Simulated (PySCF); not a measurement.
An unknown is described by computed data only.

Formula: CH6B2S.

- Rotational structure: rotational constants A, B, C: 9.315, 4.375, 3.115 GHz [PBE0-D3(BJ)/def2-SVP]
- 13C NMR: chemical shifts (computed TMS as zero) by class: 19.8 (1 C) ppm [GIAO PBE0/pcSseg-1]
- Dipole: 1.49 D [CAM-B3LYP/def2-SVPD]
- 1H NMR: chemical shifts (computed TMS as zero) by class: 9.92 (2 H), 8.13 (1 H), 2.03 (3 H) ppm [GIAO PBE0/pcSseg-1]
- Triplet: lowest triplet excitation (Tamm–Dancoff): 4.02 eV [TDA CAM-B3LYP/def2-SVPD]
- UV, strongest line: among the 10 lowest singlet transitions: S4 at 6.04 eV (205 nm, f = 0.155) [TDDFT CAM-B3LYP/def2-SVPD]
- Polarisability: 64.1 au [CAM-B3LYP/def2-SVPD]
- UV, first state: lowest singlet excitation: 4.71 eV (263 nm, f = 0.001) [TDDFT CAM-B3LYP/def2-SVPD]

Electronic properties: PySCF, gas phase, density fitting. Levels stand in brackets. One conformer (not necessarily the lowest) at the PBE0-D3(BJ)/def2-SVP geometry, without solvent, vibrations or thermal averaging. NMR classes are plain means over equivalent atoms (diastereotopic ones count apart unless rotation or inversion swaps them), as if these changed places fast.

Question: What is the compound? Reason from the data.

Answer: Numbering: `[BH2:1][BH:2][S:3][CH3:4]`. The one carbon: S-methyl carbon [C4] (19.8 ppm). Hydrogen classes from least to most shielded: 2 H on a three-coordinate boron, B1 (9.92 ppm), 1 H on a three-coordinate boron, B2 (8.13 ppm), 3 H on an S-methyl carbon, C4 (2.03 ppm). S1 is mainly HOMO−1→LUMO (weight 0.87); the largest Löwdin shares of the orbital it empties are 0.34 on the sulfur bonded to B and C, 0.23 on a three-coordinate boron, 0.22 on a three-coordinate boron and 0.07 on the S-methyl carbon, of the orbital it fills 0.50 on a three-coordinate boron, 0.15 on a three-coordinate boron and 0.10 on each of 2 atoms of one kind (B–H hydrogen). The optimised geometry has point group Cs and is an asymmetric top. Structure: `BBSC` (CH6B2S). The assignments are read from this structure; whether some other isomer fits the data as well wasn't checked.

Conformer computed: `[BH2:1][BH:2][S:3][CH3:4]`: B1–B2–S3–C4 0°.
